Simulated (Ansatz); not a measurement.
The same path of CH$_{4}$FNSi (8 atoms, charge 0, multiplicity 1) was run twice with different band settings. The coordinate that changes most is the angle Si2–N3–H8.

These are results of RKS B3LYP/def2-SVP (Ansatz 0.2.0), not measurements.

Relaxed end points:

```xyz
8
Properties=species:S:1:pos:R:3
C -0.245 1.097 -0.417
Si -0.041 -0.663 0.121
N 1.146 -1.165 1.048
F -1.268 -1.518 -0.522
H 0.576 1.708 -0.016
H -0.247 1.166 -1.517
H -1.206 1.498 -0.060
H 1.286 -2.122 1.363
```

```xyz
8
Properties=species:S:1:pos:R:3
C -0.233 1.047 -0.367
Si -0.052 -0.782 -0.022
N 0.719 -1.687 1.035
F -0.943 -1.550 -1.134
H 0.758 1.507 -0.502
H -0.839 1.220 -1.268
H -0.715 1.543 0.491
H 1.306 -1.296 1.768
```

Common settings: movable images 5; spring 5.0 eV/Å²; start path through a guess of the saddle point; force threshold 0.05 eV/Å; end points relaxed.

| run | climbing image | optimiser | iteration limit |
| --- | --- | --- | --- |
| 1 | yes | quadratic models (default) | 55 |
| 2 | from the first iteration | lbfgs | 60 |

(1) What does each run give, and how far can it be trusted?

## Answers

(1) Run 1: converged after 21 iterations, highest image 0.214 eV above the first end. A structure lower than the last end lies on the path between it and the top, so the climb from that side starts below the end, which may itself be a saddle point or a shallow side well. A vibrational analysis at the climbing image gives one clearly imaginary mode, 416i cm⁻¹: a first-order saddle point.
Run 2: converged after 51 iterations, highest image 0.235 eV above the first end. The order of the stationary point at the top wasn't checked.
